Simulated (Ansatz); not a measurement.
`[NH2][Zr]([NH2])([F])[F]` at its PBE0-D4/def2-TZVP geometry, where that method's forces vanish. Charge 0, multiplicity 1. Zr: def2 effective core potential.

```
atom    x (Å)    y (Å)    z (Å)
  N1  -0.1462  -0.1624   1.6793
 Zr2   0.3636   0.6048  -0.1282
  N3  -0.3615  -0.6824  -1.5112
  F4  -0.4420   2.3347  -0.3124
  F5   2.2745   0.7167  -0.2347
  H6  -0.6569  -1.0187   1.8402
  H7   0.0741   0.2583   2.5724
  H8  -1.2594  -0.6078  -1.9713
  H9   0.1539  -1.4432  -1.9342
```

Q: For each bond, give half the difference of the two atoms' forces along it (eV/Å; positive pushes the atoms apart) under PBE-D4, r2SCAN-D4, B3LYP-D4, ωB97M-V in def2-TZVPP. (Estimate.)

A: The calculation gave: 
| bond | length (Å) | PBE-D4 | r2SCAN-D4 | B3LYP-D4 | ωB97M-V |
| --- | --- | --- | --- | --- | --- |
| N1–Zr2 | 2.029 | -0.04 | 0.07 | 0.12 | 0.06 |
| N1–H6 | 1.010 | 0.20 | -0.01 | -0.06 | -0.04 |
| N1–H7 | 1.011 | 0.22 | -0.01 | -0.05 | -0.05 |
| Zr2–N3 | 2.024 | -0.08 | 0.06 | 0.11 | 0.07 |
| Zr2–F4 | 1.917 | 0.16 | 0.02 | 0.13 | 0.02 |
| Zr2–F5 | 1.917 | 0.16 | 0.02 | 0.13 | 0.02 |
| N3–H8 | 1.012 | 0.21 | -0.01 | -0.06 | -0.04 |
| N3–H9 | 1.012 | 0.21 | -0.01 | -0.06 | -0.04 |

B3LYP here is the variant with VWN-RPA as its local correlation; programs differ in this.

Computed with Ansatz.
